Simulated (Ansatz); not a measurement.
Basis sets compared for Cu3⁺ (the lowest singlet isomer of a short search). Charge 1, multiplicity 1. Geometry PBE0-D4/def2-TZVP. Ansatz on 4 threads of Arm Neoverse V1 on a shared host; times are rough, and most runs start from earlier orbitals.

```xyz
3

Cu    0.109    0.981    0.972
Cu    0.868   -0.005   -1.079
Cu   -0.978   -0.976    0.107
```

The 6-31G sets use Cartesian d functions. The structure comes from a short search, and lower isomers may exist.

```tsv
level	functions	energy (Eh)	HOMO (eV)	LUMO (eV)	wall time
HF/STO-3G	54	-4860.8352	-11.32	-4.49	1.3 s
HF/6-31G	87	-4915.6656	-12.10	-3.81	0.55 s
PBE-D4/def2-SVP	93	-4919.8889	-9.93	-7.90	0.95 s
PBE0-D4/def2-SVP	93	-4919.9052	-11.56	-6.87	1.4 s
```

(1) Estimate the rows for HF/def2-TZVP, PBE-D4/def2-TZVP (with forces), PBE0-D4/def2-TZVP.

Answers

(1) 
```json
{"level": "HF/def2-TZVP", "functions": "135", "energy (Eh)": "-4916.6233", "HOMO (eV)": "-12.79", "LUMO (eV)": "-4.04", "wall time": "1.2 s"}
{"level": "PBE-D4/def2-TZVP (with forces)", "functions": "135", "energy (Eh)": "-4920.6399", "HOMO (eV)": "-10.70", "LUMO (eV)": "-8.38", "wall time": "1.6 s"}
{"level": "PBE0-D4/def2-TZVP", "functions": "135", "energy (Eh)": "-4920.6291", "HOMO (eV)": "-12.07", "LUMO (eV)": "-7.26", "wall time": "2.4 s"}
```
